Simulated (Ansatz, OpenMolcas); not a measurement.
## A ladder of methods for GeSiH4O2 (SMILES [OH][Ge][O][SiH3])

GeSiH4O2: 8 atoms, total charge 0, spin state singlet. As SMILES, `[OH][Ge][O][SiH3]`. Geometry: relaxed at PBE0-D4/def2-TZVP. This is one conformer, not always the lowest.

Quantity: the vertical energy of the triplet above the singlet, in eV. The values are calculated.

| level | kind | program | value (eV) | CPU time (all runs) |
| --- | --- | --- | --- | --- |
| PBE/def2-SVP | GGA | OpenMolcas | 3.59 | 2 min |
| TPSS/def2-SVP | meta-GGA | OpenMolcas | 3.51 | 2.8 min |
| r2SCAN/def2-SVP | meta-GGA | Ansatz | 3.44 | 51 s |
| B3LYP/def2-SVP | global hybrid | OpenMolcas | 3.71 | 1.7 min |
| M06-2X/def2-SVP | hybrid meta-GGA | OpenMolcas | 3.35 | 2.2 min |
| wB97M-V/def2-SVP | range-separated hybrid | Ansatz | 3.76 | 4.7 min |
| RPA@PBE0/def2-SVP | RPA | Ansatz | 3.53 | 48 s |
| MP2/def2-SVP | perturbation theory | Ansatz | 3.49 | 16 s |

All-electron rows without a relativistic Hamiltonian named are non-relativistic. The values span 3.35 to 3.76 eV. In the correlated wave-function rows the outer d shell of Ge is correlated, in sets not made for it. CPU times are rough (shared hosts, several kinds of processor and program).
